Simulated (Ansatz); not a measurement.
C$_{4}$H$_{12}$FGeN (SMILES C[N](C)[Ge]([CH3])([CH3])[F]), singlet, at a GFN2-xTB geometry, with bond 11-3 at 1.8 times its length; SC-NEVPT2/STO-3G, CASSCF(4,4) (Ansatz, an electronic-structure program).

Here is a job for Ansatz.
Ansatz 0.2 input:
```yaml
crystal:
  periodic: [false, false, false]
  atoms:
    - {symbol: C, position_ang: [2.07164781, 0.94606826, 0.69256795]}
    - {symbol: N, position_ang: [1.33299526, 0.08071073, -0.20236086]}
    - {symbol: C, position_ang: [1.89156722, 0.07177656, -1.53609940]}
    - {symbol: Ge, position_ang: [-0.48230831, -0.10551119, 0.04878382]}
    - {symbol: C, position_ang: [-1.59987515, 1.54467424, 0.22988265]}
    - {symbol: C, position_ang: [-1.18468768, -1.61084394, -1.03642213]}
    - {symbol: F, position_ang: [-0.50330029, -0.71245022, 1.72105490]}
    - {symbol: H, position_ang: [1.62440011, 0.89203256, 1.68338516]}
    - {symbol: H, position_ang: [2.07992327, 1.99243424, 0.35809386]}
    - {symbol: H, position_ang: [3.10680175, 0.60110267, 0.75854918]}
    - {symbol: H, position_ang: [1.94191371, 1.87283768, -2.34969557]}
    - {symbol: H, position_ang: [1.30238105, -0.58393644, -2.17475571]}
    - {symbol: H, position_ang: [2.91609388, -0.30911266, -1.49775871]}
    - {symbol: H, position_ang: [-2.58427006, 1.27386129, 0.59635821]}
    - {symbol: H, position_ang: [-1.70320047, 2.04941683, -0.72495497]}
    - {symbol: H, position_ang: [-1.13843677, 2.22280621, 0.94181895]}
    - {symbol: H, position_ang: [-0.46382599, -2.42272147, -1.04512539]}
    - {symbol: H, position_ang: [-1.39388421, -1.30661672, -2.05659560]}
    - {symbol: H, position_ang: [-2.10483175, -1.96824870, -0.58454221]}
basis:
  gaussian:
    orbitals: STO-3G
magnetization: {spin_polarized: false}
correlation: {method: sc_nevpt2, electrons: all, active_space: {window: {electrons: 4, orbitals: 4}}}
```

Output, abridged:

```
Functional definition: HF
779 factors; integrals over basis functions are off by at most 3.9e-5 eV
mean field evaluation 1: about -64214.9886 eV, gradient 2.5e1 eV
mean field evaluation 2: about -64215.2696 eV, gradient 2.5e1 eV
mean field evaluation 4: about -64218.9091 eV, gradient 2.9e0 eV
mean field evaluation 8: about -64218.9607 eV, gradient 8.4e-4 eV
mean field -64218.96066300 eV, -2360.0032751902 hartree, gradient 2.3e-6 eV, S^2 0.000000; 0 other end points of the search recorded, 0 dependent functions left out; unrestricted orbitals would lower it
reference -64218.96066300 eV, -2360.0032751902 hartree; 42, 42 occupied and 18, 18 virtual orbitals, 779 factors
state -64221.78537581 eV, -2360.1070814713 hartree
state -64221.78537581 eV, -2360.1070814713 hartree; corrected -64229.60507098 eV, -2360.3944499686 hartree
state -64221.56271388 eV, -2360.0988987963 hartree
state -64221.56271388 eV, -2360.0988987963 hartree; corrected -64229.49220258 eV, -2360.3903021314 hartree
state -64221.78537581 eV, -2360.1070814713 hartree; corrected -64229.60507098 eV, -2360.3944499686 hartree
state -64221.59839958 eV, -2360.1002102218 hartree
state -64221.59839958 eV, -2360.1002102218 hartree; corrected -64229.51816401 eV, -2360.3912561962 hartree
state -64221.78537581 eV, -2360.1070814713 hartree; corrected -64229.60507098 eV, -2360.3944499686 hartree
2 active orbitals were swapped for others, from the solution at -64221.59827247 eV, -2360.1002055506 hartree to that at -64221.78525081 eV, -2360.1070768777 hartree; typed "places" are swapped only where nearly empty or full, and so, without "given_window_search", are "orbital_numbers", "shells" and a window whose orbitals a file names under [Active]
the orbitals are reached from a further start. From the first start the search ends at -64221.56258529 eV, -2360.0988940709 hartree
Total energy: -64229.60507098 eV, -2360.3944499686 hartree
```
